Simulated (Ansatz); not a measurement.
`C=C[SiH2][SiH2]S` + `[AsH3]` → `C=C[SiH2][AsH2]` + `[SiH3]S`  (cleavage of the Si–Si bond)

Computed with Ansatz on PBE0-D4/def2-TZVP structures; ΔE is electronic, products minus reactants. CBS: MP2 limit from def2 TZ/QZ plus the TZ coupled-cluster correction, frozen cores. DFT in def2-TZVPP. For As outer-core shells are correlated without core-valence functions, which leaves a few kJ/mol of doubt a bond. Scalar relativity is left out up to krypton. Each species was taken in one conformer, which may not be the lowest.

```csv
level,ΔE (eV)
PBE0-D4,-0.22
B2PLYP,-0.32
r2SCAN,-0.27
HF/def2-TZVPP,-0.40
SCS-MP2/def2-TZVPP,-0.35
CCSD/def2-TZVPP,-0.30
CCSD(T)/def2-TZVPP,-0.28
CCSD/CBS(def2),-0.31
```

**Question.** What does CCSD(T)/CBS give? (An estimate is asked.)

**Answer.** Computed: -0.29 eV. The listed levels differ from it by 0.07, -0.03, 0.02, -0.11, -0.06, -0.01, 0.01, -0.02 eV.

Largest T1 diagnostic among the species: 0.012.

The D4 term adds +0.06 eV with B3LYP and +0.04 eV with PBE0; it sums over pairs of atoms, weighted by their polarisabilities, and B3LYP, whose exchange is more repulsive, gets the larger term. In def2-TZVPP, CCSD(T) changes the Hartree–Fock value by +0.12 eV (the triples alone add +0.02 eV) and MP2 by +0.06 eV.

B3LYP here is the variant with VWN-RPA as its local correlation; programs differ in this.
